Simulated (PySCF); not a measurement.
One of the candidates below gave these computed data.

All candidates are C5H6Cl2O.

- Dipole: 3.18 D [PBE0/def2-SVPD]
- Triplet: lowest triplet excitation (Tamm–Dancoff): 3.07 eV [TDA PBE0/def2-SVPD]
- UV, first state: lowest singlet excitation: 4.23 eV (293 nm, f = 0.002) [TDDFT PBE0/def2-SVPD]
- Rotational structure: rotational constants A, B, C: 2.049, 0.987, 0.701 GHz [GFN2-xTB]
- UV, strongest line: among the 8 lowest singlet transitions: S2 at 4.73 eV (262 nm, f = 0.173) [TDDFT PBE0/def2-SVPD]
- 13C NMR: chemical shifts (computed TMS as zero) by class: 175.5 (1 C), 165.8 (1 C), 135.8 (1 C), 29.1 (1 C), 15.0 (1 C) ppm [GIAO PBE0/pcSseg-1]
- NMR, other nuclei: isotropic shieldings of nuclei other than C and H, by class: -243 (1 O), 463 (1 Cl), 679 (1 Cl) ppm [GIAO PBE0/pcSseg-1]
- Polarisability: 94.0 au [PBE0/def2-SVPD]

The electronic properties come from PySCF, for the isolated species, density fitting. Levels stand in brackets. Geometry: GFN2-xTB, one conformer, isolated molecule. Each NMR value is the plain mean over a class of atoms that symmetry, rotation or inversion makes alike.

Problem. Which candidate is it?
A. `ClC1=C(Cl)COCC1`
B. `CC/C=C(/Cl)C(=O)Cl`
C. `ClC(Cl)[C@H]1C=CCO1`
D. `CC/C(Cl)=C\C(=O)Cl`

Solution. B. It is `CC/C=C(/Cl)C(=O)Cl`. Numbering: `[CH3:1][CH2:2]/[CH:3]=[C:4](/[Cl:5])[C:6](=[O:7])[Cl:8]`. Its formula, C5H6Cl2O, gives 2 degrees of unsaturation: 0 rings and 2 π bonds in the structure found. 5 carbons fall into 5 classes; from least to most shielded: acyl halide carbon [C6] (175.5 ppm), alkene CH carbon [C3] (165.8 ppm), vinylic C–Cl carbon [C4] (135.8 ppm), allylic carbon [C2] (29.1 ppm), methyl carbon [C1] (15.0 ppm). The other shieldings belong to: -243 ppm, carbonyl oxygen [O7]; 463 ppm, chlorine bonded to C [Cl8]; 679 ppm, vinyl chlorine [Cl5]. S1 is mainly HOMO−1→LUMO (weight 0.85); the largest Löwdin shares of the orbital it empties are 0.36 on the chlorine bonded to C, 0.30 on the carbonyl oxygen and 0.24 on the vinyl chlorine, of the orbital it fills 0.24 on the alkene CH carbon, 0.23 on the acyl halide carbon, 0.19 on the carbonyl oxygen and 0.14 on the vinylic C–Cl carbon. The optimised geometry has point group C1 and is an asymmetric top.

The others, at the same levels:
- `ClC(Cl)[C@H]1C=CCO1` fails: its computed 13C shifts are 141.0 (1 C), 132.3 (1 C), 96.8 (1 C), 88.1 (1 C), 82.8 (1 C) ppm, rotational constant A is 2.442 GHz (against 2.049 GHz) and smallest rotational constant is 0.939 GHz (against 0.701 GHz).
- `CC/C(Cl)=C\C(=O)Cl` fails: its computed 13C shifts are 184.1 (1 C), 172.7 (1 C), 128.9 (1 C), 37.0 (1 C), 16.2 (1 C) ppm, rotational constant A is 2.296 GHz (against 2.049 GHz) and smallest rotational constant is 0.608 GHz (against 0.701 GHz).
- `ClC1=C(Cl)COCC1` fails: its computed lowest singlet excitation is 5.61 eV (221 nm, f = 0.000) (against 4.23 eV), lowest triplet excitation (Tamm–Dancoff) is 3.99 eV (against 3.07 eV) and strongest line among the 8 lowest singlet transitions is S2 at 6.24 eV (199 nm, f = 0.227) (against S2 at 4.73 eV).

Each candidate is one conformer, not necessarily the lowest. Dipoles, sizes and rotational constants follow the conformer. The torsions of the flexible species, by atom-mapped SMILES:
- `[CH3:1][CH2:2]/[CH:3]=[C:4](/[Cl:5])[C:6](=[O:7])[Cl:8]`: C1–C2–C3–C4 -100°, C3–C4–C6–O7 13°
- `[Cl:1][CH:2]([Cl:3])[C@H:4]1[CH:5]=[CH:6][CH2:7][O:8]1`: Cl1–C2–C4–C5 -48°
- `[CH3:1][CH2:2]/[C:3]([Cl:4])=[CH:5]\[C:6](=[O:7])[Cl:8]`: C1–C2–C3–Cl4 -86°, C3–C5–C6–O7 -4°

The conformers of `ClC1=C(Cl)COCC1` aren't listed.
